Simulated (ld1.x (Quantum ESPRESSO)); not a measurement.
Varying the TM semilocal potential for Lu

Base potential:

```
Element                 : lutetium
Generator               : ld1.x (Quantum ESPRESSO) 7.5
Type                    : norm-conserving Troullier–Martins (semilocal form)
Functional              : PBE
Relativity              : scalar-relativistic
Frozen core             : [Kr] 4d10
Valence charge          : 25
Reference configuration : 4f14 5s2 5p6 5d1.5 6s1.5 6p0
Partial waves           : 5s (bound): rc 1.20 bohr; 5d (bound): rc 3.30 bohr; 4f (bound): rc 0.55 bohr; 5p (bound): rc 2.05 bohr
Local potential         : the p channel
Core correction         : Bessel-smoothed model core inside 0.40 bohr
```

Occupied shells without a wave of their own: 6s. They enter only through the test configuration that unscreens the potential, and ld1.x also counts them in the model core charge.

All-electron outer shells of the reference configuration (PBE, scalar-relativistic, ld1.x):

```csv
shell,level (eV),outermost node (bohr),outermost maximum (bohr)
4p,-357.66,0.25,0.47
4d,-191.39,0.23,0.48
5s,-60.50,0.57,1.04
5p,-31.15,0.61,1.19
4f,-9.09,–,0.47
6s,-4.52,1.42,3.08
5d,-1.51,0.68,1.87
6p,-1.31,1.74,4.37
```

Cutoffs, loose and tight: the cutoffs (Ry, on a coarse ladder) from which the occupation-weighted sum of valence levels, in a spherical-Bessel basis at the reference potential, stays within 10 and 1 mRy of its value at 400 Ry. They do not see the model core or the augmentation charge, which bear on the density cutoff. Test errors are all-electron minus pseudo excitation energies from the reference, over the configurations 4f14 5s2 5p6 5d1 6s2 6p0; 4f14 5s2 5p6 5d1 6s1 6p0; 4f14 5s2 5p6 5d1 6s0 6p0; 4f14 5s2 5p6 5d1 6s0 6p2; 4f14 5s2 5p6 5d0 6s2 6p1; 4f14 5s2 5p6 5d0 6s0 6p0; 4f14 5s2 5p6 5d0 6s2 6p0. A dash means not determined; rows that change the core or the reference have their own tests.

With those shells counted twice in exchange and correlation these files are broken, and their errors move erratically; no question is asked of them.

Cutoffs are not given where the Bessel-basis levels miss the radial ones by over 6 mRy, ghosts where they miss by over 20 mRy; a channel whose overlap is not positive is not tested.

A semilocal file is local in each channel, so a ghost entry of none says nothing of the separable form that plane-wave codes build from it.

```csv
change,outcome,bound ghosts,largest test error (meV)
base,generated,not determined,-786
wave 5d (bound): rc 3.30 bohr becomes 5d (bound): rc 2.14 bohr,generated,not determined,-840
wave 5d (bound): rc 3.30 bohr becomes 5d (bound): rc 2.58 bohr,generated,not determined,-837
wave 5d (bound): rc 3.30 bohr becomes 5d (bound): rc 2.82 bohr,generated,not determined,-828
wave 5d (bound): rc 3.30 bohr becomes 5d (bound): rc 3.20 bohr,generated,not determined,-796
wave 5d (bound): rc 3.30 bohr becomes 5d (bound): rc 3.60 bohr,generated,not determined,-718
wave 5d (bound): rc 3.30 bohr becomes 5d (bound): rc 3.96 bohr,generated,not determined,-600
wave 5d (bound): rc 3.30 bohr becomes 5d (bound): rc 4.32 bohr,generated,not determined,-563
wave 5d (bound): rc 3.30 bohr becomes 5d (bound): rc 4.56 bohr,generated,not determined,-568
wave 5d (bound): rc 3.30 bohr becomes 5d (bound): rc 4.94 bohr,generated,not determined,-574
```
